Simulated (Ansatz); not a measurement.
`[OH][Mg][O][SiH3]` + `[OH][Al]([F])[F]` → `[F][Al]([F])[O][SiH3]` + `[OH][Mg][OH]`  (ligand exchange at the Si–O bond)

Gas-phase electronic energies from Ansatz, PBE0-D4/def2-TZVP geometries. CCSD(T)/CBS is the MP2 limit (def2-TZVPP, def2-QZVPP) plus CCSD(T) − MP2 in def2-TZVPP, frozen cores. DFT in def2-TZVPP. B3LYP here is the variant with VWN-RPA as its local correlation; programs differ in this. For Mg outer-core shells are correlated without core-valence functions, which leaves a few kJ/mol of doubt a bond. Each species was taken in one conformer, which may not be the lowest.

(1) Is it downhill or uphill in electronic energy at CCSD(T)/CBS, and by how much? (An estimate is asked.)

(2) What do these levels give: B3LYP-D4, ωB97X-V, PBE, SCS-MP2/def2-TZVPP, SCS-MP2/def2-QZVPP, CCSD/CBS(def2)? (Estimate.)

Largest T1 diagnostic among the species: 0.013.

Answers

(1) Computed: Uphill: ΔE = +4.1 kcal/mol.

(2) The calculation gave: B3LYP-D4 3.1, ωB97X-V 3.4, PBE 4.2, SCS-MP2/def2-TZVPP 3.9, SCS-MP2/def2-QZVPP 3.9, CCSD/CBS(def2) 3.9 kcal/mol.

In def2-TZVPP, CCSD(T) changes the Hartree–Fock value by +1.2 kcal/mol (the triples alone add +0.3 kcal/mol) and MP2 by +1.1 kcal/mol. Leaving LDA and LC-ωPBE aside and taking each functional with its dispersion term where it has one, the values, not all of them listed here, spread over 1.8 kcal/mol, from BHLYP-D4 to B97M-V.
